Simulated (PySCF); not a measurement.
## Radial density of I (iodine, neutral)

UHF, [Kr] 4d10 5s2 5p5, 2P determinant. Calculation: PySCF 2.14, in def2-SVP with the def2 core potential (28 electrons) (4s4p2d, 26 functions); scalar relativity through the core potential. This is the valence pseudo-density: the core potential removes the inner electrons and smooths the orbitals near the nucleus.

```
r (bohr)  4πr²ρ (e/bohr)  4πr²(ρα − ρβ)
 0.00451       2.392e-05         0.0000
 0.00758       6.617e-05         0.0000
  0.0128       0.0001759         0.0000
  0.0214       0.0004202         0.0000
  0.0361       0.0007908         0.0000
  0.0607        0.001385         0.0000
   0.102        0.008182         0.0001
   0.172         0.09179         0.0004
   0.289           1.310         0.0061
   0.486           14.59         0.0752
   0.817           25.37         0.0188
    1.37           6.929         0.2478
    2.31           3.447         0.4998
    3.89          0.6083         0.0961
    6.54        0.007324         0.0012
```

Energies and moments cover only the electrons outside the core potential.
